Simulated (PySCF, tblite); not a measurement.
Isomers of CH7F2NSi2. All values are computed: GFN2-xTB (tblite) harmonic vibrations without scaling, gas phase. Errors from tens to a few hundred cm⁻¹ against measured bands are possible. Modes of hydrogen on silicon can be 10 to 20 % off. One conformer each.

Electronic energies: PBE0/pcSseg-1 single points on the GFN2-xTB geometries (PySCF, gas phase).

| SMILES | electronic energy, lowest = 0 (kcal/mol) |
| --- | --- |
| N[SiH2][SiH2]C(F)F | 103.2 |
| C[SiH2][Si](N)(F)F | 0.0 |
| FC[SiH2]N[SiH2]F | 49.4 |

How do GFN2-xTB zero-point energies change the relative energies?

```
            SMILES  ZPE (kcal/mol)  of it from modes above 1550 cm⁻¹  electronic (kcal/mol)  with ZPE, lowest = 0 (kcal/mol)  lowest mode (cm⁻¹)  rings
C[SiH2][Si](N)(F)F            52.7                              29.3                    0.0                              0.0                  18      0
  FC[SiH2]N[SiH2]F            50.4                              26.6                   49.4                             47.1                  52      0
N[SiH2][SiH2]C(F)F            49.5                              26.7                  103.2                            100.0                  26      0
```

The zero-point energies span 3.2 kcal/mol, from `N[SiH2][SiH2]C(F)F` to `C[SiH2][Si](N)(F)F`. The order is unchanged.

And how do the electronic energies of GFN2-xTB itself compare?

`C[SiH2][Si](N)(F)F` 0.0; `FC[SiH2]N[SiH2]F` 12.3; `N[SiH2][SiH2]C(F)F` 81.7 kcal/mol, lowest = 0. Against the energies above, taken from the same isomer `C[SiH2][Si](N)(F)F`, the largest difference is 37.1 kcal/mol.
